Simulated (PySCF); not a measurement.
C₂H₆N₂O, SMILES `N/C(=N/C)O`, neutral singlet in the gas phase. 

Cartesian coordinates (Å):
SMILES: C/N=C(/N)O
```xyz
11

C     -1.5638     0.4386     0.3724
N     -0.1886     0.8356     0.1620
C      0.6821    -0.0868     0.0780
N      1.9967     0.1623    -0.2193
O      0.4792    -1.4309     0.2088
H     -1.7186    -0.0928     1.3262
H     -2.1920     1.3289     0.4078
H     -1.9576    -0.1971    -0.4369
H      2.6595    -0.5146     0.1231
H      2.2595     1.1275    -0.1046
H     -0.4564    -1.5706     0.4037
```
Charge 0, multiplicity 1.

All levels are single points at this geometry (r2SCAN-D4/def2-TZVP); Pople sets use spherical d functions. Orbital energies aren't observables, and empty levels follow the basis.

B3LYP/6-31G* in PySCF gives HOMO (eV) = -6.06.

Q: Estimate the HOMO (eV) from each of these levels: PBE-D3(BJ)/def2-TZVP in PySCF; r2SCAN-D4/def2-TZVP in PySCF; B3LYP/3-21G in PySCF; B3LYP/6-311+G** in PySCF; SVWN5/6-31G* in PySCF.

A: 
```tsv
level	HOMO (eV)
PBE-D3(BJ)/def2-TZVP in PySCF	-5.38
r2SCAN-D4/def2-TZVP in PySCF	-5.62
B3LYP/3-21G in PySCF	-5.75
B3LYP/6-311+G** in PySCF	-6.56
SVWN5/6-31G* in PySCF	-5.06
```
